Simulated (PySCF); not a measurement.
Si(CCH)(H)3 (C2H4Si), SMILES C#C[SiH3]. Geometry: TPSSh-D3(BJ)/def2-TZVP.

Level of theory: TPSSh-D3(BJ)/def2-TZVP in PySCF.

Harmonic wavenumbers (cm⁻¹): 230, 230, 635, 685, 685, 716, 716, 943, 958, 958, 2135, 2259, 2261, 2261, 3449. Rotational constants (GHz): 85.79, 4.820, 4.820; symmetry number 3.

### Question
Work out the zero-point energy and the ideal-gas rigid-rotor harmonic-oscillator thermochemistry at 298.15 K and 1 atm.

### Answer
ZPE = ½ Σ hcν = ½ × 19119 cm⁻¹ = 27.33 kcal/mol. H − E(el) = 30.80 kcal/mol. Entropy in cal/(mol K): translation 38.00, rotation 20.42, vibration 5.72, total 64.14. G − E(el) = 11.68 kcal/mol. Cp = 17.13 cal/(mol K).
